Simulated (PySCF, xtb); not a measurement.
CH₅InO₂S, SMILES C[S][In]([OH])[OH].

GFN2-xTB (xtb) at its own geometry gives an orbital gap of 2.05 eV and a dipole moment of 2.32 D.

Geometry: PBE0-D3(BJ)/def2-SVP. The structure was generated by enumeration; whether it is a known compound was not checked. The def2 effective core potentials stand for the cores of In; spin–orbit coupling is left out. One conformer was computed; it need not be the lowest.

**Question.** What does PBE/def2-TZVP (PySCF) give? (Estimate from the structure and the level; the computed values follow.)

**Answer.** gap 3.17 eV (levels -5.87 and -2.70 eV), dipole 2.00 D.
